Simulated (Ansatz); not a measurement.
Reaction (cleavage of the Ga–Si bond): `[SiH3][SiH2][GaH2]` + PH₃ → `[PH2][GaH2]` + `[SiH3][SiH3]`

Calculated with Ansatz (gas phase, PBE0-D4/def2-TZVP geometries, no zero-point term in ΔE). CCSD(T)/CBS is the MP2 limit (def2-TZVPP, def2-QZVPP) plus CCSD(T) − MP2 in def2-TZVPP, frozen cores. This one scheme is used for every species. DFT in def2-TZVPP. For Ga outer-core shells are correlated without core-valence functions, which leaves a few kJ/mol of doubt a bond. Scalar relativity is left out up to krypton.

Question: Is it downhill or uphill in electronic energy at CCSD(T)/CBS, and by how much? (Best estimate.)

Answer: Ansatz gave: Downhill: ΔE = -25.3 kJ/mol.

Question: What do these levels give: r2SCAN-D4, PBE0-D4, r2SCAN0-D4, r2SCANh, MP2/def2-QZVPP, SCS-MP2/def2-QZVPP? (Best estimate.)

Answer: Computed: r2SCAN-D4 -25.5, PBE0-D4 -22.1, r2SCAN0-D4 -25.8, r2SCANh -26.3, MP2/def2-QZVPP -29.1, SCS-MP2/def2-QZVPP -28.7 kJ/mol.

Question: What do rigid-rotor, harmonic-oscillator terms from PBE0-D4/def2-TZVP frequencies (298.15 K, 1 bar) make of the CCSD(T)/CBS value? (Best estimate.)

Answer: The calculation gave: ΔZPE = +1.3 kJ/mol, ΔH = -26.4 kJ/mol, ΔS = -15 J/(mol·K), ΔG = -21.9 kJ/mol.

Largest T1 diagnostic among the species: 0.014.

In def2-TZVPP, CCSD(T) changes the Hartree–Fock value by +7.2 kJ/mol (the triples alone add +0.2 kJ/mol) and MP2 by +3.0 kJ/mol. Leaving LDA and LC-ωPBE aside and taking each functional with its dispersion term where it has one, the values, not all of them listed here, spread over 6.8 kJ/mol, from B2PLYP to PBE-D4.
